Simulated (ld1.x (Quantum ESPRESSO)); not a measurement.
# What one change does to a pseudopotential (copper (Cu), PAW)

| Item | Value |
| --- | --- |
| Element | copper |
| Generator | ld1.x (Quantum ESPRESSO) 7.5 |
| Type | PAW |
| Functional | PBE |
| Relativity | scalar-relativistic |
| Frozen core | [Ar] |
| Valence charge | 11 |
| Reference configuration | 3d10 4s0.5 4p0.5 |
| Partial waves | 4s (bound): rcut 1.75, rcutus 2.20 bohr; 4s channel at 2.3 Ry: rcut 1.75, rcutus 2.20 bohr; 4p (bound): rcut 2.75, rcutus 3.45 bohr; 4p channel at 3.4 Ry: rcut 2.75, rcutus 3.45 bohr; 3d (bound): rcut 1.35, rcutus 1.60 bohr; 3d channel at 0.4 Ry: rcut 1.35, rcutus 1.60 bohr |
| Local potential | all-electron potential smoothed inside 3.00 bohr (lloc = -1) |
| Core correction | Bessel-smoothed model core, default radius (core density twice the valence density) |
| Augmentation charge | PSQ, inside the norm-conserving radii |

Change: waves 4p (bound): rcut 2.75, rcutus 4.70 bohr; 4p channel at 3.4 Ry: rcut 2.75, rcutus 4.70 bohr.

Cutoffs: the cutoffs (Ry, on a coarse ladder) from which the occupation-weighted sum of valence levels, in a spherical-Bessel basis at the reference potential, stays within 10 and 1 mRy of its value at 400 Ry; they do not see the model core or the augmentation charge, which bear on the density cutoff. Errors are all-electron minus pseudo energies relative to the spin-unpolarised reference configuration.

Problem. What does the change do?

Solution. The potential gets neither clearly harder nor softer (45 Ry and 70 Ry → 45 Ry and 70 Ry); a bound ghost appears in p, which as a rule spoils a file; of the 7 tests that both files solve, the error grows in 1 and shrinks in 0 by more than 15 % and 0.3 meV (median size 72.9 → 73.2 meV).

```tsv
quantity	base	changed
cutoff, loose	45 Ry	45 Ry
cutoff, tight	70 Ry	70 Ry
bound ghosts	none	p
error for 3d10 4s1 4p0, meV [ΔE -2.01 eV]	-0.4	-0.5
error for 3d10 4s0 4p0, meV [ΔE 6.14 eV]	-4.9	-4.8
error for 3d9 4s0 4p0, meV [ΔE 27.47 eV]	-73	-73
error for 3d10 4s0.5 4p0, meV [ΔE 1.15 eV]	-0.4	-0.4
error for 3d9 4s1 4p0, meV [ΔE 9.57 eV]	-80	-80
error for 3d9 4s1 4p1, meV [ΔE 4.80 eV]	-88	-344
error for 3d8 4s0 4p0, meV [ΔE 66.49 eV]	-670	-671
lowest overlap eigenvalue by channel	s 0.41, p 0.81, d 1.00	s 0.41, p 0.06, d 1.00
```

Changed file: These tests converged, but a pseudo level misses the all-electron one widely, so the file describes the atom poorly there or has found another state: 3d9 4s0 4p0: empty 4p by 3.5 eV (a node warning on the way); 3d8 4s0 4p0: empty 4p by 8.0 eV. A true bound ghost makes a file unfit for plane-wave use even where its test errors are small: the radial tests pick states by their node count and pass the ghost by.
